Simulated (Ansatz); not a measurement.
A nudged elastic band was laid between two geometries of CH3SSe (6 atoms, charge -1, multiplicity 1).

The calculation used RKS B3LYP-D4/def2-SVP in Ansatz.

```yaml
movable_images: 5
climbing_image: yes
spring: 5.0 eV/Å²
optimiser: quadratic models (default)
start_path: IDPP
force_threshold: 0.05 eV/Å
iteration_limit: 60
end_points: relaxed
```

First end point:

```xyz
6
Properties=species:S:1:pos:R:3
C -0.407 0.418 -0.205
S 0.273 -0.351 1.308
Se 1.788 -1.808 0.453
H -1.172 1.165 0.084
H 0.390 0.918 -0.783
H -0.871 -0.343 -0.857
```

Last end point:

```xyz
6
Properties=species:S:1:pos:R:3
C -0.228 0.473 -0.326
S 1.200 -0.064 0.680
Se 0.602 -2.176 1.256
H -1.159 0.440 0.265
H -0.055 1.510 -0.673
H -0.361 -0.184 -1.202
```

Which bonds break or form, and what moves?

No bond is made or broken. The dihedral H4–C1–S2–Se3 goes from -180 to 60°. The two ends are copies of one structure, up to a mirror image or an exchange of like atoms.

Give the energies along the band, and the barrier.

It converged. The highest image is number 3 of 0 to 6, 0.093 eV above the ends, which have the same energy within 2 meV. A vibrational analysis at the climbing image gives one clearly imaginary mode, 192i cm⁻¹: a first-order saddle point. Limits of this set-up: an anion without diffuse functions, the dipole of an ion depends on the origin.

```tsv
image	path coordinate (Å)	energy (eV)	dihedral H4–C1–S2–Se3 (°)
0	0.00	0.000	-180
1	0.41	0.022	160
2	0.82	0.068	140
3	1.23	0.093	119
4	1.63	0.068	99
5	2.04	0.022	79
6	2.45	0.000	60
```

What is the geometry of the highest image?


```xyz
6
Properties=species:S:1:pos:R:3
C -0.304 0.497 -0.257
S 0.755 -0.033 1.155
Se 1.120 -2.246 0.765
H -1.284 0.879 0.089
H 0.183 1.288 -0.858
H -0.470 -0.384 -0.894
```

What are the harmonic wavenumbers there?

192i, 215, 352, 674, 917, 920, 1282, 1443, 1444, 2967, 3035, 3124 cm⁻¹.

The band took 5 iterations and of the order of 80 core-seconds.

Run time: 83 s on 1 thread of Arm Neoverse V2, with other jobs on the host, peak memory 0.16 GiB.
